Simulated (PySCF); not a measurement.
Point-charge models of `F[Si@H](Cl)C1=C(Cl)CC1` against its computed dipole.

Coordinates (GFN2-xTB, Å) and charges (e) from the PBE0/pcSseg-1 density (PySCF):

```csv
atom,x,y,z,Mulliken,IAO,Hirshfeld,ESP-fitted
F1,2.319,-1.509,-0.975,-0.4143,-0.5362,-0.2051,-0.2307
Si2,2.080,-0.012,-0.423,+1.0620,+1.2120,+0.4238,+0.3752
Cl3,3.171,0.180,1.246,-0.2907,-0.2906,-0.1053,-0.1355
C4,0.253,0.085,-0.068,-0.3800,-0.3535,-0.1231,+0.0099
C5,-0.603,1.056,0.283,-0.1287,-0.0014,+0.0203,-0.0521
Cl6,-0.421,2.721,0.580,-0.0834,+0.0048,-0.0151,-0.0513
C7,-1.823,0.191,0.338,-0.1050,-0.2672,-0.0686,-0.1031
C8,-0.862,-0.952,-0.071,-0.1400,-0.2377,-0.0598,-0.2206
H9,2.560,0.851,-1.485,-0.1014,-0.1407,-0.0670,-0.0199
H10,-2.595,0.432,-0.390,+0.1459,+0.1546,+0.0505,+0.0986
H11,-2.273,0.088,1.322,+0.1472,+0.1557,+0.0514,+0.1024
H12,-1.062,-1.393,-1.044,+0.1436,+0.1500,+0.0487,+0.1135
H13,-0.748,-1.739,0.670,+0.1447,+0.1502,+0.0493,+0.1136
```

**Question.** Form Σ q r in debye for every column and set it beside the full dipole.

**Answer.** The full density gives (-2.27, 0.06, -0.37) D, 2.30 D in size; dipole vectors point from the negative to the positive end.

```json
{"scheme": "Mulliken", "μx": "-2.78", "μy": "-0.88", "μz": "-1.24", "size (D)": "3.17", "share of the full size (%)": "138", "angle to the full dipole (°)": "23"}
{"scheme": "IAO", "μx": "-2.06", "μy": "1.87", "μz": "-0.49", "size (D)": "2.83", "share of the full size (%)": "123", "angle to the full dipole (°)": "40"}
{"scheme": "Hirshfeld", "μx": "-1.42", "μy": "0.55", "μz": "0.03", "size (D)": "1.53", "share of the full size (%)": "66", "angle to the full dipole (°)": "22"}
{"scheme": "ESP-fitted", "μx": "-2.38", "μy": "-0.02", "μz": "-0.40", "size (D)": "2.41", "share of the full size (%)": "105", "angle to the full dipole (°)": "2"}
```

**Question.** Which set comes closest?

**Answer.** Length of the difference vector: ESP-fitted 0.14 D, Hirshfeld 1.06 D, Mulliken 1.38 D, IAO 1.83 D. Closest: ESP-fitted. The schemes that divide the density aren't constrained to reproduce the dipole.

**Question.** What is left for the Hirshfeld atoms' own dipoles?

**Answer.** The Hirshfeld atoms' densities add up to the full density, so μ = Σ q r + Σ (atomic dipoles). The atomic dipoles sum to (-2.27, 0.06, -0.37) − (-1.42, 0.55, 0.03) = (-0.85, -0.49, -0.40) D, 1.06 D in size.

**Question.** With the origin at the mean of the coordinates, (0.000, 0.000, -0.001) Å, which are the largest single terms, by size, of the IAO dipole along the direction of the full one?

**Answer.** Si2 -11.56, F1 +5.60, Cl3 +4.64, C7 -2.25, H10 +1.96 D; all 13 atoms together +2.16 D. The single terms depend on the origin, their sum doesn't.

**Question.** Give the size of the full dipole in other units.

**Answer.** 2.30 D = 0.905 au = 0.479 e·Å = 7.67 × 10⁻³⁰ C·m.

Geometry: GFN2-xTB, one conformer, isolated molecule.

The run behind these numbers computed NMR shieldings as well. Hardware: Intel Xeon at 2.50 GHz, one thread, on a shared host. Cost: 1.9 min wall, 87 s CPU (with the writing of density and orbital grids), 0.81 GiB resident at most.

The values belong to the conformer `[F:1][Si@H:2]([Cl:3])[C:4]1=[C:5]([Cl:6])[CH2:7][CH2:8]1`: F1–Si2–C4–C5 -173°.
